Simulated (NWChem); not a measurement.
Program: NWChem. System: sulfur tetrafluoride (F4S), charge 0, spin multiplicity 1, at a geometry optimised with B3LYP/def2-SVP. Level: BLYP/def2-TZVP.

Output (cleaned and shortened):

```
             Northwest Computational Chemistry Package (NWChem) 7.3.0
             --------------------------------------------------------

                                NWChem Input Module
                                -------------------

 Scaling coordinates for geometry "geometry" by  1.889725989
 (inverse scale =  0.529177249)

 Turning off AUTOSYM since
 SYMMETRY directive was detected!

                             Geometry "geometry" -> ""
                             -------------------------

 Output coordinates in angstroms (scale by  1.889725989 to convert to a.u.)

  No.       Tag          Charge          X              Y              Z
 ---- ---------------- ---------- -------------- -------------- --------------
    1 F                    9.0000     0.00000000     1.22943700     0.62499700
    2 S                   16.0000     0.00000000     0.00000000    -0.38801400
    3 F                    9.0000     1.66938700     0.00000000    -0.28009500
    4 F                    9.0000    -1.66938700     0.00000000    -0.28009500
    5 F                    9.0000     0.00000000    -1.22943700     0.62499700

 Effective nuclear repulsion energy (a.u.)     292.8326828677

            Nuclear Dipole moment (a.u.)
            ----------------------------
        X                 Y               Z
 ---------------- ---------------- ----------------
     0.0000000000     0.0000000000     0.0000226767

      Symmetry information
      --------------------

 Group name             C2v
 Group number             16
 Group order               4
 No. of unique centers     3

      Symmetry unique atoms

     1    2    3


 Summary of "ao basis" -> "" (spherical)
 ------------------------------------------------------------------------------
       Tag                 Description            Shells   Functions and Types
 ---------------- ------------------------------  ------  ---------------------
 *                         def2-tzvp                  on all atoms

                                 NWChem DFT Module
                                 -----------------

 Summary of "ao basis" -> "ao basis" (spherical)
 ------------------------------------------------------------------------------
       Tag                 Description            Shells   Functions and Types
 ---------------- ------------------------------  ------  ---------------------
 F                         def2-tzvp                11       31   5s3p2d1f
[...]
 Vector   25  Occ=2.000000D+00  E=-3.538520D-01  Symmetry=a2
              MO Center=  1.8D-13, -1.5D-14, -2.4D-02, r^2= 3.0D+00
   Bfn.  Coefficient  Atom+Function         Bfn.  Coefficient  Atom+Function
  ----- ------------  ---------------      ----- ------------  ---------------
    75      0.312220  3 F  py               106     -0.312220  4 F  py
    78      0.246718  3 F  py               109     -0.246718  4 F  py
     6     -0.215148  1 F  px               136      0.215148  5 F  px
    81      0.178275  3 F  py               112     -0.178275  4 F  py
     9     -0.173741  1 F  px               139      0.173741  5 F  px

 Vector   26  Occ=2.000000D+00  E=-3.065605D-01  Symmetry=a1
              MO Center=  9.2D-15, -5.1D-16, -4.3D-01, r^2= 2.6D+00
   Bfn.  Coefficient  Atom+Function         Bfn.  Coefficient  Atom+Function
  ----- ------------  ---------------      ----- ------------  ---------------
    36      0.471988  2 S  s                 35      0.314746  2 S  s
    48     -0.232204  2 S  pz                76      0.220429  3 F  pz
   107      0.220429  4 F  pz                34     -0.212195  2 S  s
    74      0.205250  3 F  px               105     -0.205250  4 F  px
    79      0.171302  3 F  pz               110      0.171302  4 F  pz

 Vector   27  Occ=0.000000D+00  E=-1.215983D-01  Symmetry=b2
              MO Center=  2.1D-15,  4.6D-16, -4.5D-01, r^2= 1.9D+00
   Bfn.  Coefficient  Atom+Function         Bfn.  Coefficient  Atom+Function
  ----- ------------  ---------------      ----- ------------  ---------------
    50      0.584960  2 S  py                47      0.557261  2 S  py
     5     -0.249335  1 F  s                135      0.249335  5 F  s
    44      0.246338  2 S  py                 8      0.187130  1 F  pz
   138     -0.187130  5 F  pz                38     -0.185509  2 S  py
    14      0.169236  1 F  pz               144     -0.169236  5 F  pz

 Vector   28  Occ=0.000000D+00  E=-5.241862D-02  Symmetry=a1
              MO Center=  5.5D-16,  5.3D-15,  3.8D-02, r^2= 2.0D+00
   Bfn.  Coefficient  Atom+Function         Bfn.  Coefficient  Atom+Function
  ----- ------------  ---------------      ----- ------------  ---------------
    36      0.715751  2 S  s                 51      0.597514  2 S  pz
    35      0.559545  2 S  s                 48      0.533117  2 S  pz
     5     -0.354083  1 F  s                135     -0.354083  5 F  s
    34     -0.300189  2 S  s                 13      0.270326  1 F  py
   143     -0.270326  5 F  py                 7      0.232271  1 F  py

 Vector   29  Occ=0.000000D+00  E= 9.622370D-03  Symmetry=b1
              MO Center=  4.1D-14,  1.2D-15, -4.6D-01, r^2= 2.3D+00
   Bfn.  Coefficient  Atom+Function         Bfn.  Coefficient  Atom+Function
  ----- ------------  ---------------      ----- ------------  ---------------
    49      0.911595  2 S  px                46      0.664099  2 S  px
    73     -0.477605  3 F  s                104      0.477605  4 F  s
    80      0.310226  3 F  px               111      0.310226  4 F  px
    43      0.289064  2 S  px                74      0.228507  3 F  px
   105      0.228507  4 F  px                37     -0.207972  2 S  px

 center of mass
 --------------
 x =   0.00000000 y =   0.00000000 z =   0.01224444

 moments of inertia (a.u.)
 ------------------
         285.917593463084           0.000000000000           0.000000000000
           0.000000000000         458.966900595862           0.000000000000
           0.000000000000           0.000000000000         583.241365968414

     Multipole analysis of the density
     ---------------------------------

     L   x y z        total         alpha         beta         nuclear
     -   - - -        -----         -----         ----         -------
     0   0 0 0     -0.000000    -26.000000    -26.000000     52.000000

     1   1 0 0      0.000000      0.000000      0.000000      0.000000
     1   0 1 0      0.000000      0.000000      0.000000      0.000000
     1   0 0 1     -0.313480     -0.156751     -0.156751      0.000023

     2   2 0 0    -27.717929   -103.427245   -103.427245    179.136560
     2   1 1 0      0.000000      0.000000      0.000000      0.000000
     2   1 0 1      0.000000      0.000000      0.000000      0.000000
     2   0 2 0    -23.579815    -60.369374    -60.369374     97.158933
     2   0 1 1     -0.000000     -0.000000     -0.000000      0.000000
     2   0 0 2    -23.106849    -30.930409    -30.930409     38.753969

 Task  times  cpu:        9.4s     wall:        9.4s

 Total times  cpu:        9.5s     wall:        9.5s
```

Problem. Write an NWChem input that would produce this output.

Solution. Several could match; the one computed here: 
```
start mol
memory heap 200 mb stack 900 mb global 1100 mb
geometry units angstroms nocenter noautoz
  F      0.000000     1.229437     0.624997
  S      0.000000     0.000000    -0.388014
  F      1.669387     0.000000    -0.280095
  F     -1.669387     0.000000    -0.280095
  F      0.000000    -1.229437     0.624997
  symmetry group C2v
end
basis spherical
  * library def2-tzvp
end
dft
  xc becke88 lyp
  semidirect memsize 60000000 filesize 0
  iterations 100
end
task dft energy
```
